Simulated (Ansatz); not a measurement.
Consider the formal exchange of groups at the Si–O bond: `O[SiH2]O[SiH2]S` + `C[SiH](O)Cl` → `O[SiH2]C[SiH](O)Cl` + `O[SiH2]S`.

Isolated molecules relaxed with PBE0-D4/def2-TZVP in Ansatz; ΔE leaves out vibrations. CCSD(T)/CBS is the MP2 limit (def2-TZVPP, def2-QZVPP) plus CCSD(T) − MP2 in def2-TZVPP, frozen cores. Functionals use def2-TZVPP. Each species was taken in one conformer, which may not be the lowest.

```
             level  ΔE (kJ/mol)  difference from CCSD(T)/CBS
            PBE-D4         92.5                        -13.3
         r2SCAN-D4        104.1                         -1.7
           PBE0-D4         97.1                         -8.7
           ωB97X-V        104.4                         -1.4
            B2PLYP        111.1                          5.3
            r2SCAN        104.7                         -1.1
              PBE0         99.1                         -6.7
     HF/def2-TZVPP        130.4                         24.6
    MP2/def2-TZVPP        105.2                         -0.6
CCSD(T)/def2-TZVPP        105.2                         -0.6
     HF/def2-QZVPP        132.6                         26.8
    MP2/def2-QZVPP        106.4                          0.6
SCS-MP2/def2-QZVPP        111.7                          5.9
      HF/CBS(def2)        133.0                         27.2
     MP2/CBS(def2)        105.8                          0.0
    CCSD/CBS(def2)        109.3                          3.5
       CCSD(T)/CBS        105.8                            0
```

Largest T1 diagnostic among the species: 0.012.

From PBE to PBE0 (25 % exact exchange), in def2-TZVPP and without D4, ΔE moves by +4.2 kJ/mol. In def2-TZVPP, CCSD(T) changes the Hartree–Fock value by −25.2 kJ/mol (the triples alone add −3.5 kJ/mol) and MP2 by −25.1 kJ/mol. The D4 term adds −3.9 kJ/mol with B3LYP and −2.0 kJ/mol with PBE0; it sums over pairs of atoms, weighted by their polarisabilities, and B3LYP, whose exchange is more repulsive, gets the larger term.

B3LYP here is the variant with VWN-RPA as its local correlation; programs differ in this.
